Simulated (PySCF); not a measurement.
Atom-mapped SMILES (the numbers label the heavy atoms): `[CH:1]#[C:2][AlH:3][O:4][CH2:5][CH3:6]`. Hydrogens are named by the atom that carries them.

Geometry: PBE0-D3(BJ)/def2-SVP; GIAO shifts from PySCF 2.14.0 with density-fitted response routines, gas phase, non-relativistic, averaged over equivalent atoms.

At PBE0/pcSseg-0 (72 basis functions, 4.9 s wall time on 1 thread of an Arm Neoverse V2, shared host):
```tsv
atoms	δ (ppm)
C1	111.1
C2	96.4
C5	64.6
C6	25.3
Al3	66.1
O4	105.6
H(Al3)	4.96
H(C5)	4.43
H(C1)	2.17
H(C6)	1.54
```

Referencing at the same level of theory: ¹³C (193.52 ppm) and ¹H (32.83 ppm) against TMS; ²⁷Al (475.92 ppm) against AlH4-; ¹⁷O (337.86 ppm) against H2O.

Predict the values at BHandHLYP/pcSseg-1 on the same geometry.

Results:


```tsv
atoms	δ at BHandHLYP/pcSseg-1	change
C1	106.0	-5.1
C2	93.7	-2.7
C5	60.6	-4.0
C6	23.3	-2.0
Al3	64.6	-1.5
O4	87.9	-17.7
H(Al3)	3.83	-1.13
H(C5)	3.92	-0.51
H(C1)	2.08	-0.09
H(C6)	1.23	-0.31
```

Referencing at the same level of theory: ¹³C (σref 183.98), ¹H (σref 31.44) against TMS; ²⁷Al (σref 494.27) vs AlH4-; ¹⁷O (σref 334.77) vs H2O.

The largest change is at O4 (oxygen bonded to C, Al). Cost: 144 basis functions, 23 s wall time on 1 thread of an Arm Neoverse V1, shared host. The order of the carbon signals is the same at both levels.

Experimental scales use liquid or dissolved standards, which lie at an offset from isolated H2O (liquid H2O: subtract about 36 ppm).
